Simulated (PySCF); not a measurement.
# Spin-orbit coupling and the electron affinity along the 4d series

Two-component X2C-1e calculated with PySCF 2.14: MP2 on generalised Hartree-Fock spinors (GMP2), with spin-orbit coupling off and on (screened by Boettger's factors); no Breit or QED terms. Values in eV; the references (photodetachment measurements) lie between the lowest levels. Elements whose determinants are no pure J levels are left out.

| element | configurations | spin-free | with spin-orbit | shift | reference |
| --- | --- | --- | --- | --- | --- |
| Ru (x2c-SVPall-2c with one added diffuse shell each of s, p, d type, [Ar] 3d10 frozen) | [Kr] 4d7 5s2 → [Kr] 4d7 5s1 | 0.470 | 0.465 | -0.005 | 1.046 |
| Rh (x2c-SVPall-2c with one added diffuse shell each of s, p, d type, [Ar] 3d10 frozen) | [Kr] 4d8 5s2 → [Kr] 4d8 5s1 | 0.632 | 0.626 | -0.005 | 1.143 |
| Pd (x2c-SVPall-2c with one added diffuse shell each of s, p, d type, [Ar] 3d10 frozen) | [Kr] 4d10 5s1 → [Kr] 4d10 | 0.117 | 0.120 | 0.003 | 0.562 |
| Ag (x2c-SVPall-2c with one added diffuse shell each of s, p, d type, [Ar] 3d10 frozen) | [Kr] 4d10 5s2 → [Kr] 4d10 5s1 | 0.879 | 0.881 | 0.002 | 1.304 |

What remains against the references is mostly the basis and correlation beyond MP2.
